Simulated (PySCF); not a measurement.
Ge(H)2(OH)(NH2) (GeH₅NO), SMILES [NH2][GeH2][OH].

Geometry: B3LYP-D3(BJ)/def2-SVP. Other conformers were not sampled.

Calculation: B3LYP-D3(BJ)/def2-SVP (PySCF 2.14.0).

Frequencies are harmonic and unscaled.

Computed normal modes with their intensities:
| mode | ν (cm⁻¹) | IR (km/mol) | Raman (Å⁴/amu) | depolarisation | moving atoms (share of kinetic energy) |
|---|---|---|---|---|---|
| 1 | 81 | 37.9 | 4.7 | 0.75 | H 95 % |
| 2 | 229 | 23.1 | 2.5 | 0.75 | O 35 %, N 27 %, H 22 %, Ge 16 % |
| 3 | 232 | 105.7 | 0.6 | 0.75 | H 92 % |
| 4 | 509 | 55.4 | 4.3 | 0.75 | H 88 % |
| 5 | 554 | 167.4 | 2.7 | 0.11 | H 64 %, N 34 % |
| 6 | 682 | 99.8 | 8.6 | 0.15 | O 77 %, Ge 17 % |
| 7 | 702 | 7.2 | 17.0 | 0.75 | H 95 % |
| 8 | 710 | 68.1 | 6.2 | 0.17 | N 54 %, H 24 %, Ge 20 % |
| 9 | 803 | 133.1 | 16.0 | 0.73 | H 93 % |
| 10 | 868 | 125.4 | 18.3 | 0.74 | H 98 % |
| 11 | 892 | 32.1 | 4.3 | 0.69 | H 90 % |
| 12 | 922 | 29.6 | 5.3 | 0.75 | H 85 %, N 13 % |
| 13 | 1553 | 17.1 | 5.1 | 0.75 | H 91 %, N 9 % |
| 14 | 2125 | 189.9 | 81.3 | 0.75 | H 98 % |
| 15 | 2126 | 91.9 | 212.4 | 0.10 | H 99 % |
| 16 | 3528 | 12.0 | 129.0 | 0.11 | H 96 % |
| 17 | 3619 | 17.5 | 76.5 | 0.75 | H 91 %, N 9 % |
| 18 | 3833 | 40.8 | 152.3 | 0.29 | H 94 % |
